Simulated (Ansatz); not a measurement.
Basis sets compared for Al6Cu4. Charge 0, multiplicity 1. Geometry PBE-D4/def2-SVP. Ansatz on 4 threads of Intel Xeon Platinum 8488C on a shared host; times are rough, and most runs start from earlier orbitals.

Cartesian coordinates in Å:
```
Cu 0.5269 0.6218 2.3607
Cu 1.2043 -1.3811 1.0850
Cu -1.2075 1.4860 -0.6099
Cu -1.9941 -0.7093 -1.2626
Al -1.1205 -0.4862 0.9833
Al 0.0622 0.2563 -2.2297
Al -0.6018 2.6622 1.4870
Al -0.2101 -2.2909 -0.6947
Al 1.2175 0.9784 0.0535
Al 2.1230 -1.1374 -1.1726
```

The restricted singlet is unstable towards broken spin symmetry in Hartree–Fock (as tested in another run); at PBE-D4/def2-SVP, PBE-D4/def2-TZVP, PBE0-D4/def2-SVP, PBE0-D4/def2-TZVP this wasn't settled. No other spin state of charge 0 was run. Another isomer (singlet) lies 0.17 eV lower at PBE0-D4/def2-TZVP; other spin states weren't run for this one.

Binding counts from free atoms (Cu doublet, Al doublet) in the same basis, without a counterpoise term.

| level | functions | energy (Eh) | HOMO (eV) | LUMO (eV) | binding per atom (eV) | wall time |
| --- | --- | --- | --- | --- | --- | --- |
| PBE-D4/def2-SVP | 232 | -8013.7637 | -4.49 | -3.67 | 2.76 | 4.6 s |
| PBE0-D4/def2-SVP | 232 | -8013.8476 | -5.10 | -3.15 | 2.46 | 11 s |

Estimate the rows for PBE-D4/def2-TZVP (with forces), PBE0-D4/def2-TZVP.


```tsv
level	functions	energy (Eh)	HOMO (eV)	LUMO (eV)	binding per atom (eV)	wall time
PBE-D4/def2-TZVP (with forces)	402	-8015.2649	-4.50	-3.69	2.51	13 s
PBE0-D4/def2-TZVP	402	-8015.3063	-5.10	-3.14	2.27	46 s
```
